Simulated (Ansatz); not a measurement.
Species: CH6GeN, charge 0, multiplicity 2. SMILES: C[N][GeH3]
Structure (B3LYP-D3(BJ)/def2-TZVP (Ansatz, an electronic-structure program) minimum search):
```xyz
9

C     -2.0635     0.2113    -0.3679
N     -0.9228    -0.6511    -0.4489
Ge     0.7059     0.0423     0.1650
H     -1.8690     1.2542    -0.6572
H     -2.4128     0.2497     0.6778
H     -2.8910    -0.1805    -0.9662
H      1.8191    -0.5992    -0.6747
H      0.7516     1.5841     0.0491
H      0.8532    -0.3729     1.6422
```
Charge 0, spin multiplicity 2.

Wanted: atomisation energy, in kcal/mol. Conventions: 6-31G* and kin with 6d, 5d where marked; non-relativistic; no dispersion term unless named; LANL2DZ with its own core potentials from Na on; no spin-orbit coupling; atomisation electronic, to ground-state atoms; open shells spin-unrestricted. Ab initio and DFT rows: single points at B3LYP-D3(BJ) geometries (Ansatz).

```json
[
 {"species": "C[N][GeH3]", "coefficient": "-1", "E at B3LYP/6-31G* with LANL2DZ past Ar (Ansatz), Eh": "-100.14889", "E at wB97M-V/def2-TZVPD (Ansatz), Eh": "-2173.25455"},
 {"species": "C atom", "coefficient": "+1", "E at B3LYP/6-31G* with LANL2DZ past Ar (Ansatz), Eh": "-37.84628", "E at wB97M-V/def2-TZVPD (Ansatz), Eh": "-37.84643"},
 {"species": "Ge atom", "coefficient": "+1", "E at B3LYP/6-31G* with LANL2DZ past Ar (Ansatz), Eh": "-3.68732", "E at wB97M-V/def2-TZVPD (Ansatz), Eh": "-2076.80617"},
 {"species": "H atom", "coefficient": "+6", "E at B3LYP/6-31G* with LANL2DZ past Ar (Ansatz), Eh": "-0.50027", "E at wB97M-V/def2-TZVPD (Ansatz), Eh": "-0.49411"},
 {"species": "N atom", "coefficient": "+1", "E at B3LYP/6-31G* with LANL2DZ past Ar (Ansatz), Eh": "-54.58449", "E at wB97M-V/def2-TZVPD (Ansatz), Eh": "-54.59266"}
]
```

 1 Eh = 627.5095 kcal/mol.

Task: Work the quantity out at each level.

Result: 
- B3LYP/6-31G* with LANL2DZ past Ar: the sum of coefficient times E is 1.02918 Eh, or 645.82 kcal/mol. Result: 645.8 kcal/mol.
- wB97M-V/def2-TZVPD: the sum of coefficient times E is 1.04463 Eh, or 655.52 kcal/mol. Result: 655.5 kcal/mol.
